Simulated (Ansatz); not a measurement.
Consider the ligand exchange at the Sn–Br bond: `[Cl][SnH]([Br])[Br]` + HCl → `[Cl][SnH]([Cl])[Br]` + HBr.

Computed with Ansatz on PBE0-D4/def2-TZVP structures; ΔE is electronic, products minus reactants. CCSD(T)/CBS adds triple-zeta CCSD(T) − MP2 to the extrapolated MP2 energy (def2 sets, frozen cores). This one scheme is used for every species. Functionals use def2-TZVPP. HSE06 is defined as in plane-wave codes. Elements past krypton have def2 core potentials. For Br, Sn outer-core shells are correlated without core-valence functions, which leaves a few kJ/mol of doubt a bond. Scalar relativity is left out up to krypton.

`[Cl][SnH]([Br])[Br]`:

```xyz
5

Cl    2.168    0.626    0.179
Sn   -0.062    0.121   -0.117
Br   -0.196   -2.188   -0.928
Br   -1.144    0.236    2.079
H    -0.767    1.205   -1.213
```

HCl:

Cartesian coordinates in Å:
```
Cl 0.109 -0.628 0.049
H -0.109 0.628 -0.049
```

`[Cl][SnH]([Cl])[Br]`:

```xyz
5

Cl    0.848    0.975    1.847
Sn    0.099   -0.141   -0.023
Cl    0.410    1.268   -1.818
Br   -2.307   -0.514    0.235
H     0.950   -1.588   -0.241
```

HBr:

Cartesian coordinates in Å:
```
Br -0.088 -0.262 0.654
H 0.088 0.262 -0.654
```

```tsv
level	ΔE (kJ/mol)	difference from CCSD(T)/CBS
r2SCAN-D4	13.3	-3.1
PBE0-D4	15.1	-1.3
r2SCANh-D4	13.9	-2.5
CAM-B3LYP-D4	12.0	-4.4
ωB97M-V	13.0	-3.4
BLYP	11.2	-5.2
PBE0	14.3	-2.1
HSE06	14.5	-1.9
RPA@PBE/def2-TZVPP	11.9	-4.5
CCSD/def2-SVP	11.5	-4.9
HF/def2-TZVPP	13.7	-2.7
SCS-MP2/def2-TZVPP	13.8	-2.6
CCSD(T)/def2-TZVPP	13.4	-3.0
SCS-MP2/def2-QZVPP	14.9	-1.5
HF/CBS(def2)	13.1	-3.3
MP2/CBS(def2)	18.2	1.8
CCSD(T)/CBS	16.4	0
```

Largest T1 diagnostic among the species: 0.010.

At CCSD(T), def2-SVP lies −5.0 kJ/mol from the extrapolated value and def2-TZVPP −3.0 kJ/mol. Leaving LDA and LC-ωPBE aside and taking each functional with its dispersion term where it has one, the values, not all of them listed here, spread over 6.8 kJ/mol, from B97M-V to BHLYP-D4.

CCSD(T)/CBS has its own doubt, a few kJ/mol and more with outer-core shells, so smaller differences from it don't rank the levels.
